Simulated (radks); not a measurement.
Radial electron density D(r) = 4 pi r^2 rho(r) of an atom or ion with 60 electrons. Calculated with a radial shooting solver on a logarithmic mesh with Libxc functionals: Dirac Kohn-Sham, BLYP, spin-unpolarised, spherical densities, finite nucleus; Fermi nuclear charge, rms radius of each element as measured or else 0.836 A^(1/3) + 0.57 fm.

```
   r/bohr * D(r) (the largest magnitude, 111, reaches the edge; | marks zero)
 0.001057 | *
 0.001211 |  *
 0.001399 |  *
 0.001603 |   *
 0.001836 |    *
  0.00212 |     *
 0.002429 |       *
 0.002783 |         *
 0.003214 |           *
 0.003683 |             *
 0.004253 |                *
 0.004873 |                   *
 0.005582 |                      *
 0.006447 |                          *
 0.007386 |                             *
 0.008462 |                                 *
 0.009773 |                                    *
   0.0112 |                                       *
  0.01293 |                                         *
  0.01481 |                                          *
  0.01697 |                                         *
   0.0196 |                                        *
  0.02246 |                                       *
  0.02594 |                                     *
  0.02971 |                                     *
  0.03404 |                                     *
  0.03932 |                                        *
  0.04504 |                                            *
   0.0516 |                                                *
   0.0596 |                                                    *
  0.06828 |                                                      *
  0.07885 |                                                    *
  0.09034 |                                                *
   0.1035 |                                            *
   0.1195 |                                         *
   0.1369 |                                         *
   0.1569 |                                            *
   0.1812 |                                               *
   0.2076 |                                               *
   0.2398 |                                         *
   0.2747 |                                *
   0.3147 |                       *
   0.3634 |                   *
   0.4164 |                   *
   0.4809 |                      *
   0.5509 |                      *
   0.6312 |                    *
    0.729 |               *
   0.8351 |          *
   0.9568 |       *
    1.105 |     *
    1.266 |    *
    1.462 |   *
    1.675 |  *
    1.919 | *
    2.216 |*
    2.539 *
    2.909 *
     3.36 *
    3.849 *
    4.445 *
    5.093 *
```

What is the nuclear charge?

Answer. Z = 63. The innermost maximum, from 1s, lies near gamma/Z bohr with gamma = sqrt(1 - (Z/c)^2) = 0.888, here 0.0141 bohr (found: 0.0155), and its height grows with Z. The density is that of the europium ion Eu3+ in [Xe] 4f6; the configuration itself is not fixed sharply by these data, and Z only to a few units. D(r) has 4 maxima, at r = 0.0155, 0.0688, 0.192, 0.529 bohr, and minima at 0.0300, 0.126, 0.381 bohr, inside which lie 2.01, 11.19, 29.31 electrons.
